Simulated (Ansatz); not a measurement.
Ag7Se⁺, relaxed as a singlet with RKS PBE0-D4/def2-SVP in Ansatz, starting from the GFN1-xTB geometry. Force threshold 0.02 eV/Å.

In the def2 sets Ag takes a core potential; there is no spin–orbit coupling. The relaxation made no stability test and no search for a lower SCF solution. No other spin state of charge 1 was run. Another isomer (singlet) lies 0.14 eV lower at PBE0-D4/def2-TZVP; other spin states weren't run for this one.

Start:

```xyz
8

Ag   -2.3507    1.4597    1.3845
Ag    0.7049   -1.1603   -0.9553
Ag    3.0615    1.2886    0.2465
Ag   -1.8857   -0.0739   -0.8588
Ag   -0.6701   -0.7676    1.6536
Ag   -1.0562   -1.5871   -2.9613
Ag    0.2603    1.4585    0.2960
Se    1.9361   -0.6179    1.1948
```

Estimate the energy that the relaxation releases and the steps that it takes.

2.1 kcal/mol, in 5 steps; 1.8 min on 4 threads of Arm Neoverse V1 on a shared host. No frequencies were taken in this run, so the end may be a saddle point.

Does the start keep its bonding?

By distances, no bond broke or formed. The bond that changes most is Ag5–Se8, from 2.65 to 2.76 Å (atoms count from 1).

Predict the relaxed structure.


```xyz
8

Ag   -2.4468    1.4754    1.3232
Ag    0.7329   -1.2133   -1.0546
Ag    3.1672    1.3069    0.1767
Ag   -1.8186   -0.1338   -0.8478
Ag   -0.7428   -0.6811    1.8109
Ag   -1.0745   -1.5636   -3.0195
Ag    0.2463    1.4177    0.4693
Se    1.9364   -0.6081    1.1418
```
Bond lengths (bridged metal pairs left out): 8 × Ag–Ag 2.69 to 2.92 Å; 4 × Ag–Se 2.47 to 2.76 Å.
